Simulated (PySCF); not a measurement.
C4H5FSi, SMILES [SiH2](F)/C=C\C#C.

Geometry optimised at ωB97X-D3(BJ)/def2-SVP. The structure was generated by enumeration; whether it is a known compound was not checked. One conformer was computed; it need not be the lowest.

Method: SMD-PBE0/6-31G* (PySCF).

Solvation free energies are E(SMD) − E(gas) at the gas-phase geometry, for 1 M in both phases. In vacuum the dipole moment is 1.88 D.

| solvent | ΔG(solv) (kcal/mol) | its non-electrostatic (CDS) part | dipole (D) |
|---|---|---|---|
| water | 0.4 | 5.6 | 2.21 |
| n-hexane | -2.5 | -0.7 | 2.02 |
| ethanol | -3.3 | 1.6 | 2.20 |
